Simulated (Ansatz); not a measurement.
This singlet lies 1.25 eV below the relaxed triplet at the level frozen-core CCSD(T)/cc-pVTZ // PBE0-D3(BJ)/def2-TZVP (Ansatz, an electronic-structure program).

Level of theory: PBE0-D3(BJ)/def2-TZVP (Ansatz). No frequencies were computed at this level.

Ansatz 0.2 input:
```yaml
crystal:
  periodic: [false, false, false]
  atoms:
    - { symbol: Si, position_ang: [-1.178253, 0.240571, 0.219677] }
    - { symbol: Ge, position_ang: [0.600644, -1.421116, 0.160437] }
    - { symbol: S, position_ang: [2.205321, 0.108441, -0.089314] }
    - { symbol: H, position_ang: [-0.893941, 1.473851, 0.962885] }
    - { symbol: H, position_ang: [-2.390462, -0.328448, 0.832505] }
    - { symbol: H, position_ang: [-1.57763, 0.661596, -1.132538] }
    - { symbol: H, position_ang: [3.234323, -0.734894, -0.153031] }
basis:
  gaussian: { orbitals: def2-tzvp }
hamiltonian:
  xc: pbe0
  dispersion: d3bj
relax:
  max_steps: 150
```

Output:

```
[...]
relax step   1: F+E_penalty+E_count = -75283.02834988 eV  Δ(F+E_penalty+E_count) = +0.000e0 eV  max|allowed force component| = 5.246e-1 eV/Å  Δτ_max = 0.0000 Å  (26 SCF iters, accepted)
these checks for a lower state are left out or cut short: starts, cluster_reference, orbital_swaps, neighbouring_geometries, increment
1116 factors; their error is unknown
mean field evaluation 16: about -75282.5210 eV, gradient 3.8e0 eV
mean field -75282.87989492 eV, -2766.5948075697 hartree, gradient 2.5e-5 eV, S^2 0.000000; 0 other end points of the search recorded, 0 dependent functions left out
reference -75282.87992333 eV, -2766.5948086137 hartree; 33, 33 occupied and 113, 113 virtual orbitals, 1116 factors
relax step   2: F+E_penalty+E_count = -75283.04996649 eV  Δ(F+E_penalty+E_count) = -2.162e-2 eV  max|allowed force component| = 2.888e-1 eV/Å  Δτ_max = 0.0963 Å  (30 SCF iters, accepted)
these checks for a lower state are left out or cut short: starts, cluster_reference, orbital_swaps, neighbouring_geometries, increment
1116 factors; their error is unknown
mean field -75282.89624596 eV, -2766.5954084592 hartree, gradient 2.6e-5 eV, S^2 0.000000; 0 other end points of the search recorded, 0 dependent functions left out
reference -75282.89627440 eV, -2766.5954095043 hartree; 33, 33 occupied and 113, 113 virtual orbitals, 1116 factors
relax step   3: F+E_penalty+E_count = -75283.06536327 eV  Δ(F+E_penalty+E_count) = -1.540e-2 eV  max|allowed force component| = 1.233e-1 eV/Å  Δτ_max = 0.0743 Å  (28 SCF iters, accepted)
these checks for a lower state are left out or cut short: starts, cluster_reference, orbital_swaps, neighbouring_geometries, increment
1116 factors; their error is unknown
mean field evaluation 32: about -75282.8976 eV, gradient 1.5e-1 eV
mean field -75282.89764676 eV, -2766.5954599377 hartree, gradient 6.5e-6 eV, S^2 0.000000; 0 other end points of the search recorded, 0 dependent functions left out
reference -75282.89767521 eV, -2766.5954609833 hartree; 33, 33 occupied and 113, 113 virtual orbitals, 1116 factors
relax step   4: F+E_penalty+E_count = -75283.06673041 eV  Δ(F+E_penalty+E_count) = -1.367e-3 eV  max|allowed force component| = 6.962e-2 eV/Å  Δτ_max = 0.0121 Å  (30 SCF iters, accepted)
these checks for a lower state are left out or cut short: starts, cluster_reference, orbital_swaps, neighbouring_geometries, increment
1116 factors; their error is unknown
mean field -75282.90426424 eV, -2766.5957031256 hartree, gradient 1.5e-5 eV, S^2 0.000000; 0 other end points of the search recorded, 0 dependent functions left out
reference -75282.90429277 eV, -2766.5957041740 hartree; 33, 33 occupied and 113, 113 virtual orbitals, 1116 factors
relax step   5: F+E_penalty+E_count = -75283.07354942 eV  Δ(F+E_penalty+E_count) = -6.819e-3 eV  max|allowed force component| = 8.970e-2 eV/Å  Δτ_max = 0.1469 Å  (31 SCF iters, accepted)
these checks for a lower state are left out or cut short: starts, cluster_reference, orbital_swaps, neighbouring_geometries, increment
1116 factors; their error is unknown
mean field -75282.89602983 eV, -2766.5954005167 hartree, gradient 2.7e-5 eV, S^2 0.000000; 0 other end points of the search recorded, 0 dependent functions left out
reference -75282.89605825 eV, -2766.5954015611 hartree; 33, 33 occupied and 113, 113 virtual orbitals, 1116 factors
relax step   6: F+E_penalty+E_count = -75283.06542552 eV  Δ(F+E_penalty+E_count) = +8.124e-3 eV  max|allowed force component| = 4.768e-1 eV/Å  Δτ_max = 0.1952 Å  (33 SCF iters, rejected (line search))
these checks for a lower state are left out or cut short: starts, cluster_reference, orbital_swaps, neighbouring_geometries, increment
1116 factors; their error is unknown
mean field -75282.90838321 eV, -2766.5958544951 hartree, gradient 2.0e-5 eV, S^2 0.000000; 0 other end points of the search recorded, 0 dependent functions left out
reference -75282.90841181 eV, -2766.5958555461 hartree; 33, 33 occupied and 113, 113 virtual orbitals, 1116 factors
relax step   7: F+E_penalty+E_count = -75283.07765061 eV  Δ(F+E_penalty+E_count) = -4.101e-3 eV  max|allowed force component| = 2.511e-2 eV/Å  Δτ_max = 0.0900 Å  (30 SCF iters, accepted)
these checks for a lower state are left out or cut short: starts, cluster_reference, orbital_swaps, neighbouring_geometries, increment
1116 factors; their error is unknown
mean field evaluation 64: about -75282.9089 eV, gradient 1.3e-5 eV
mean field -75282.90886718 eV, -2766.5958722806 hartree, gradient 1.3e-5 eV, S^2 0.000000; 0 other end points of the search recorded, 0 dependent functions left out
reference -75282.90889565 eV, -2766.5958733267 hartree; 33, 33 occupied and 113, 113 virtual orbitals, 1116 factors
relax step   8: F+E_penalty+E_count = -75283.07830732 eV  Δ(F+E_penalty+E_count) = -6.567e-4 eV  max|allowed force component| = 1.571e-1 eV/Å  Δτ_max = 0.0940 Å  (31 SCF iters, accepted)
these checks for a lower state are left out or cut short: starts, cluster_reference, orbital_swaps, neighbouring_geometries, increment
1116 factors; their error is unknown
mean field -75282.90986181 eV, -2766.5959088324 hartree, gradient 2.5e-5 eV, S^2 0.000000; 0 other end points of the search recorded, 0 dependent functions left out
reference -75282.90989028 eV, -2766.5959098788 hartree; 33, 33 occupied and 113, 113 virtual orbitals, 1116 factors
relax step   9: F+E_penalty+E_count = -75283.07925830 eV  Δ(F+E_penalty+E_count) = -9.510e-4 eV  max|allowed force component| = 1.715e-1 eV/Å  Δτ_max = 0.0192 Å  (30 SCF iters, accepted)
these checks for a lower state are left out or cut short: starts, cluster_reference, orbital_swaps, neighbouring_geometries, increment
1116 factors; their error is unknown
mean field -75282.91150118 eV, -2766.5959690782 hartree, gradient 2.6e-5 eV, S^2 0.000000; 0 other end points of the search recorded, 0 dependent functions left out
reference -75282.91152963 eV, -2766.5959701238 hartree; 33, 33 occupied and 113, 113 virtual orbitals, 1116 factors
relax step  10: F+E_penalty+E_count = -75283.08102127 eV  Δ(F+E_penalty+E_count) = -1.763e-3 eV  max|allowed force component| = 3.715e-2 eV/Å  Δτ_max = 0.0497 Å  (30 SCF iters, accepted)
these checks for a lower state are left out or cut short: starts, cluster_reference, orbital_swaps, neighbouring_geometries, increment
1116 factors; their error is unknown
mean field -75282.91167311 eV, -2766.5959753964 hartree, gradient 1.1e-5 eV, S^2 0.000000; 0 other end points of the search recorded, 0 dependent functions left out
reference -75282.91170167 eV, -2766.5959764459 hartree; 33, 33 occupied and 113, 113 virtual orbitals, 1116 factors
relax step  11: F+E_penalty+E_count = -75283.08080676 eV  Δ(F+E_penalty+E_count) = +2.145e-4 eV  max|allowed force component| = 1.230e-1 eV/Å  Δτ_max = 0.0889 Å  (31 SCF iters, rejected (line search))
these checks for a lower state are left out or cut short: starts, cluster_reference, orbital_swaps, neighbouring_geometries, increment
1116 factors; their error is unknown
mean field -75282.91227469 eV, -2766.5959975040 hartree, gradient 1.9e-5 eV, S^2 0.000000; 0 other end points of the search recorded, 0 dependent functions left out
reference -75282.91230315 eV, -2766.5959985501 hartree; 33, 33 occupied and 113, 113 virtual orbitals, 1116 factors
relax step  12: F+E_penalty+E_count = -75283.08174491 eV  Δ(F+E_penalty+E_count) = -7.236e-4 eV  max|allowed force component| = 1.664e-2 eV/Å  Δτ_max = 0.0434 Å  (30 SCF iters, accepted)
these checks for a lower state are left out or cut short: starts, cluster_reference, orbital_swaps, neighbouring_geometries, increment
1116 factors; their error is unknown
mean field evaluation 96: about -75282.9125 eV, gradient 1.7e-1 eV
mean field -75282.91266033 eV, -2766.5960116763 hartree, gradient 1.2e-5 eV, S^2 0.000000; 0 other end points of the search recorded, 0 dependent functions left out
reference -75282.91268897 eV, -2766.5960127287 hartree; 33, 33 occupied and 113, 113 virtual orbitals, 1116 factors
relax step  13: F+E_penalty+E_count = -75283.08198012 eV  Δ(F+E_penalty+E_count) = -2.352e-4 eV  max|allowed force component| = 6.784e-2 eV/Å  Δτ_max = 0.0976 Å  (31 SCF iters, accepted)
these checks for a lower state are left out or cut short: starts, cluster_reference, orbital_swaps, neighbouring_geometries, increment
1116 factors; their error is unknown
mean field -75282.91299124 eV, -2766.5960238369 hartree, gradient 2.3e-5 eV, S^2 0.000000; 0 other end points of the search recorded, 0 dependent functions left out
reference -75282.91301982 eV, -2766.5960248873 hartree; 33, 33 occupied and 113, 113 virtual orbitals, 1116 factors
relax step  14: F+E_penalty+E_count = -75283.08238617 eV  Δ(F+E_penalty+E_count) = -4.061e-4 eV  max|allowed force component| = 3.299e-2 eV/Å  Δτ_max = 0.0189 Å  (30 SCF iters, accepted)
these checks for a lower state are left out or cut short: starts, cluster_reference, orbital_swaps, neighbouring_geometries, increment
1116 factors; their error is unknown
mean field -75282.91300596 eV, -2766.5960243780 hartree, gradient 2.2e-5 eV, S^2 0.000000; 0 other end points of the search recorded, 0 dependent functions left out
reference -75282.91303458 eV, -2766.5960254297 hartree; 33, 33 occupied and 113, 113 virtual orbitals, 1116 factors
relax step  15: F+E_penalty+E_count = -75283.08239324 eV  Δ(F+E_penalty+E_count) = -7.070e-6 eV  max|allowed force component| = 5.681e-2 eV/Å  Δτ_max = 0.0138 Å  (30 SCF iters, accepted)
these checks for a lower state are left out or cut short: starts, cluster_reference, orbital_swaps, neighbouring_geometries, increment
1116 factors; their error is unknown
mean field -75282.91317630 eV, -2766.5960306378 hartree, gradient 2.1e-5 eV, S^2 0.000000; 0 other end points of the search recorded, 0 dependent functions left out
reference -75282.91320494 eV, -2766.5960316902 hartree; 33, 33 occupied and 113, 113 virtual orbitals, 1116 factors
relax step  16: F+E_penalty+E_count = -75283.08259566 eV  Δ(F+E_penalty+E_count) = -2.024e-4 eV  max|allowed force component| = 5.528e-3 eV/Å  Δτ_max = 0.0116 Å  (30 SCF iters, accepted)
these checks for a lower state are left out or cut short: starts, cluster_reference, orbital_swaps, neighbouring_geometries, increment
1116 factors; their error is unknown
mean field evaluation 128: about -75282.9132 eV, gradient 2.2e-5 eV
mean field -75282.91324340 eV, -2766.5960331036 hartree, gradient 2.2e-5 eV, S^2 0.000000; 0 other end points of the search recorded, 0 dependent functions left out
reference -75282.91327207 eV, -2766.5960341571 hartree; 33, 33 occupied and 113, 113 virtual orbitals, 1116 factors
relax step  17: F+E_penalty+E_count = -75283.08263001 eV  Δ(F+E_penalty+E_count) = -3.435e-5 eV  max|allowed force component| = 6.895e-3 eV/Å  Δτ_max = 0.0145 Å  (29 SCF iters, accepted)
these checks for a lower state are left out or cut short: starts, cluster_reference, orbital_swaps, neighbouring_geometries, increment
1116 factors; their error is unknown
mean field -75282.91324921 eV, -2766.5960333170 hartree, gradient 2.4e-5 eV, S^2 0.000000; 0 other end points of the search recorded, 0 dependent functions left out
reference -75282.91327792 eV, -2766.5960343723 hartree; 33, 33 occupied and 113, 113 virtual orbitals, 1116 factors
relax step  18: F+E_penalty+E_count = -75283.08265226 eV  Δ(F+E_penalty+E_count) = -2.225e-5 eV  max|allowed force component| = 1.878e-2 eV/Å  Δτ_max = 0.0230 Å  (28 SCF iters, accepted)
these checks for a lower state are left out or cut short: starts, cluster_reference, orbital_swaps, neighbouring_geometries, increment
1116 factors; their error is unknown
mean field -75282.91329133 eV, -2766.5960348651 hartree, gradient 5.9e-5 eV, S^2 0.000000; 0 other end points of the search recorded, 0 dependent functions left out
reference -75282.91332005 eV, -2766.5960359203 hartree; 33, 33 occupied and 113, 113 virtual orbitals, 1116 factors
relax step  19: F+E_penalty+E_count = -75283.08266570 eV  Δ(F+E_penalty+E_count) = -1.345e-5 eV  max|allowed force component| = 1.160e-2 eV/Å  Δτ_max = 0.0018 Å  (21 SCF iters, accepted)
these checks for a lower state are left out or cut short: starts, cluster_reference, orbital_swaps, neighbouring_geometries, increment
1116 factors; their error is unknown
mean field -75282.91328523 eV, -2766.5960346410 hartree, gradient 6.5e-5 eV, S^2 0.000000; 0 other end points of the search recorded, 0 dependent functions left out
reference -75282.91331395 eV, -2766.5960356963 hartree; 33, 33 occupied and 113, 113 virtual orbitals, 1116 factors
relax step  20: F+E_penalty+E_count = -75283.08267250 eV  Δ(F+E_penalty+E_count) = -6.801e-6 eV  max|allowed force component| = 6.965e-4 eV/Å  Δτ_max = 0.0015 Å  (21 SCF iters, accepted)
1116 factors; their error is unknown
mean field evaluation 160: about -75282.9133 eV, gradient 6.0e-5 eV
mean field -75282.91328523 eV, -2766.5960346410 hartree, gradient 6.5e-5 eV, S^2 0.000000; 1 other end points of the search recorded, 0 dependent functions left out
reference -75282.91331395 eV, -2766.5960356963 hartree; 33, 33 occupied and 113, 113 virtual orbitals, 1116 factors
Total energy: -75283.08270122 eV, -2766.6022605637 hartree
Atom 0 at    -1.175642     0.271453     0.132604 Å, force     0.000432    -0.000294    -0.000063 eV/Å
Atom 1 at     0.591507    -1.367875    -0.384628 Å, force    -0.000438    -0.000058    -0.000155 eV/Å
Atom 2 at     2.141208     0.053165     0.300957 Å, force    -0.000334     0.000242     0.000252 eV/Å
Atom 3 at    -0.695897     1.565215     0.693384 Å, force    -0.000164     0.000283    -0.000046 eV/Å
Atom 4 at    -2.127466    -0.342329     1.103889 Å, force    -0.000000    -0.000016     0.000077 eV/Å
Atom 5 at    -1.944818     0.551730    -1.114809 Å, force    -0.000191     0.000065    -0.000017 eV/Å
Atom 6 at     3.211111    -0.731359     0.069224 Å, force     0.000697    -0.000222    -0.000048 eV/Å
Dipole moment:     0.119666    -0.204146    -0.071985 e Å
```

Cost: about 80 core-seconds (a rough figure).
